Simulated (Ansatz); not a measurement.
Species: sum formula AlNH$_{2}$Cl$_{2}$, charge 0, multiplicity 1. SMILES: [NH2][Al]([Cl])[Cl]
Geometry from a B3LYP-D3(BJ)/def2-TZVP (Ansatz, a quantum-chemistry and plane-wave program) optimisation:
```xyz
6

N     -2.0698    -0.2339     0.0098
Al    -0.3309    -0.0374     0.0016
Cl     0.5045     1.8721    -0.1477
Cl     0.9109    -1.7122     0.1410
H     -2.7288     0.5255    -0.0538
H     -2.5421    -1.1211     0.0789
```
Charge 0, spin multiplicity 1.

Quantity: atomisation energy (electronic, to ground-state atoms); the coupled-cluster value holds the core correlation from cc-pwCVTZ, in kcal/mol. Correlated levels leave the core frozen unless marked. Open shells are spin-unrestricted. Spin-orbit coupling is left out. Non-relativistic. CBS marks a two-point X^-3 extrapolation of the correlation energy; Hartree-Fock from the larger set (for Q and 5 zeta extrapolated as (X+1)exp(-9√X)).

Level to compare with: CCSD(T)/CBS(cc-pV(Q+d)Z,cc-pV(5+d)Z) plus the core term (Ansatz), 489.9 kcal/mol. It is a level with limits of its own, and the differences hold the functionals' basis error too.

Rank these functionals by how close they come to CCSD(T)/CBS(cc-pV(Q+d)Z,cc-pV(5+d)Z), closest first: BHLYP/def2-TZVPD (Ansatz); SVWN5/def2-TZVPD (Ansatz); BLYP/def2-TZVPD (Ansatz); B3LYP/def2-TZVPD (Ansatz).

B3LYP/def2-TZVPD (global hybrid, 475.5 kcal/mol, difference -14.4), BLYP/def2-TZVPD (GGA, 472.4 kcal/mol, difference -17.5), BHLYP/def2-TZVPD (global hybrid, 464.1 kcal/mol, difference -25.8), SVWN5/def2-TZVPD (LDA, 546.6 kcal/mol, difference 56.7)
